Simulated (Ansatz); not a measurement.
Consider the substitution at a C–C bond: `CC([SiH3])CO` + HI → `CC([SiH3])I` + CH₃OH.

Isolated molecules relaxed with PBE0-D4/def2-TZVP in Ansatz; ΔE leaves out vibrations. CCSD(T)/CBS is the MP2 limit (def2-TZVPP, def2-QZVPP) plus CCSD(T) − MP2 in def2-TZVPP, frozen cores. This one scheme is used for every species. Functionals use def2-TZVPP. B3LYP here is the variant with VWN-RPA as its local correlation; programs differ in this. def2 core potentials past Kr. For I outer-core shells are correlated without core-valence functions, which leaves a few kJ/mol of doubt a bond. Each species was taken in one conformer, which may not be the lowest.

```csv
level,ΔE (kcal/mol),difference from CCSD(T)/CBS
PBE-D4,1.4,1.1
r2SCAN-D4,2.2,1.9
PBE0-D4,2.2,1.9
B3LYP-D4,1.2,0.9
ωB97X-V,3.1,2.8
ωB97M-V,2.9,2.6
B2PLYP,1.2,0.9
PBE0,2.3,2.0
B3LYP,1.4,1.1
HF/def2-TZVPP,2.5,2.2
MP2/def2-TZVPP,0.4,0.1
SCS-MP2/def2-TZVPP,0.5,0.2
CCSD(T)/def2-TZVPP,2.1,1.8
HF/def2-QZVPP,2.3,2.0
SCS-MP2/def2-QZVPP,-0.4,-0.7
CCSD/CBS(def2),0.9,0.6
CCSD(T)/CBS,0.3,0
```

Largest T1 diagnostic among the species: 0.010.

From PBE to PBE0 (25 % exact exchange), in def2-TZVPP and without D4, ΔE moves by +0.8 kcal/mol.
